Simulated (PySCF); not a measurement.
C₂H₅NOSi. Atoms are numbered in the order given.

```xyz
10

Si    -0.6017    -1.0956     0.0000
C      0.9568    -2.1252     0.0000
N     -0.1801     0.5856     0.0000
C      0.0681     1.7561     0.0000
O      0.3176     2.8999     0.0000
H     -1.4231    -1.3628    -1.2134
H     -1.4231    -1.3628     1.2134
H      0.7103    -3.1993     0.0000
H      1.5652    -1.9106    -0.8926
H      1.5652    -1.9106     0.8926
```
Charge 0, spin multiplicity 1.

Geometry optimised at ωB97X-D3(BJ)/def2-SVP. One conformer was computed; it need not be the lowest.

The numbers are results of PBE/def2-TZVP run with PySCF, not measurements.

Isolated molecule, no solvent.

```
Property                                                                                                       Result
---------------------------------------------------------------------------------------------  ----------------------
total energy                                                                                       -498.44240 hartree
point group                                                                                                        Cs
highest occupied level                                                                                       -7.10 eV
lowest empty level                                                                                           -0.47 eV
orbital gap                                                                                                   6.63 eV
dipole moment                                                                                                  2.65 D
quadrupole, principal values (traceless, Buckingham form, about the centre of nuclear charge)   -5.57, 2.45, 3.12 D·Å
mean static polarisability                                                                       60.5 bohr³ (8.97 Å³)
polarisability, principal values                                                               46.1, 51.6, 83.8 bohr³
```
